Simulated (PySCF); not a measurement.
## Correlation energy of Pd (palladium, neutral)

[Kr] 4d9 5s1, 5s spin antiparallel (an excited configuration). Computed with PySCF 2.14 in x2c-QZVPPall, with scalar relativity by spin-free X2C-1e. Frozen: [Ar] 3d10; 18 electrons correlated.

MP2 pair energies summed by pair of shells (mhartree):

```json
{"pair": "4d-4d", "energy": "-299.09", "share (%)": "45.4"}
{"pair": "4p-4d", "energy": "-191.71", "share (%)": "29.1"}
{"pair": "4p-4p", "energy": "-55.97", "share (%)": "8.5"}
{"pair": "4d-5s", "energy": "-37.62", "share (%)": "5.7"}
{"pair": "4s-4d", "energy": "-36.12", "share (%)": "5.5"}
{"pair": "4s-4p", "energy": "-28.53", "share (%)": "4.3"}
{"pair": "4s-4s", "energy": "-4.79", "share (%)": "0.7"}
{"pair": "4p-5s", "energy": "-4.53", "share (%)": "0.7"}
{"pair": "4s-5s", "energy": "-0.40", "share (%)": "0.1"}
```

Total MP2 correlation energy: -658.75 mhartree.

Same-spin part -211.69 and opposite-spin part -447.06 mhartree; SCS-MP2 scales them by 1/3 and 6/5 to -607.03 mhartree.

This basis was not built for core-valence correlation, so the inner-shell part is incomplete.
